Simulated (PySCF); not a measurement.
Ga(I)(Me)2 (C2H6GaI), SMILES [CH3][Ga]([CH3])[I].

The structure is a stationary point at PBE-D3(BJ)/def2-SVP. The structure was generated by enumeration; whether it is a known compound was not checked. The def2 effective core potentials stand for the cores of I; spin–orbit coupling is left out.

Level of theory: PBE-D3(BJ)/def2-SVP in PySCF.

Frequencies are harmonic and unscaled.

Computed harmonic wavenumbers and intensities:
```
mode  ν (cm⁻¹)  IR (km/mol)  moving atoms (share of kinetic energy)
----  --------  -----------  --------------------------------------
1           20          0.0                                  H 99 %
2           30          0.3                                  H 98 %
3          111          1.4         C 46 %, H 23 %, Ga 21 %, I 10 %
4          132          2.2                   C 57 %, H 33 %, I 8 %
5          133          0.6                 Ga 40 %, C 31 %, H 27 %
6          224         28.6                         Ga 58 %, I 36 %
7          522         19.9                          C 74 %, H 19 %
8          587         39.1                 C 56 %, Ga 26 %, H 18 %
9          612          0.0                          H 86 %, C 14 %
10         686          6.5                          H 83 %, C 17 %
11         713         32.9                          H 78 %, C 19 %
12         746        113.2                          H 77 %, C 21 %
13        1161          9.4                          H 80 %, C 20 %
14        1163          0.0                          H 82 %, C 18 %
15        1369          2.3                                  H 95 %
16        1370          0.0                                  H 95 %
17        1374          9.4                                  H 95 %
18        1377          0.0                                  H 96 %
19        2978          1.6                                  H 97 %
20        2979          1.3                                  H 97 %
21        3082          0.0                           H 91 %, C 9 %
22        3083          1.3                           H 91 %, C 9 %
23        3095          0.2                          H 90 %, C 10 %
24        3095          8.2                          H 90 %, C 10 %
```
